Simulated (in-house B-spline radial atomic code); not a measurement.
## Solving the quasi-particle equation for 6s down of Eu

Configuration [Xe] 4f7 6s2, highest spin, start r2SCAN; correlation leaves out the 9 deepest shells. Computed with an all-electron radial atomic-structure program (B-spline basis): all electrons, scalar-relativistic (spin-free one-electron X2C), finite nucleus, each spin shell either full or empty, empty states to l = 9 with an (l + 1/2)⁻⁴ tail; G0W0 by contour deformation at full frequency.

At the mean-field level ε = -3.458 eV the matrix elements are Σx = -6.547 eV, v_xc = -5.344 eV and Σc(ε) = -1.493 eV, and the slope of the correlation self-energy is dΣc/dω = -0.1878. The quasi-particle energy solves E = ε + Σx − v_xc + Σc(E).

Question: What does the linearised equation give?

Answer: Z = 1/(1 − dΣc/dω) = 1/1.1878 = 0.8419. The first-order shift is Σx − v_xc + Σc(ε) = -6.547 − (-5.344) + (-1.493) = -2.696 eV, so E ≈ ε + Z × shift = -3.458 + 0.8419 × (-2.696) = -5.728 eV.

Question: How does that compare with the full solution and with static screening?

Answer: Solving the equation at full frequency dependence gives E = -5.741 eV, where Σc = -1.080 eV and the weight is 0.829; the linearised value is off by 13 meV. Leaving Z out would give -6.154 eV. Static COHSEX puts -2.782 eV in place of Σc and gives -7.443 eV, 1.70 eV deeper. The tabulated removal energy is 5.670 eV (NIST, measured); the run leaves out spin-orbit coupling, Breit and QED terms.
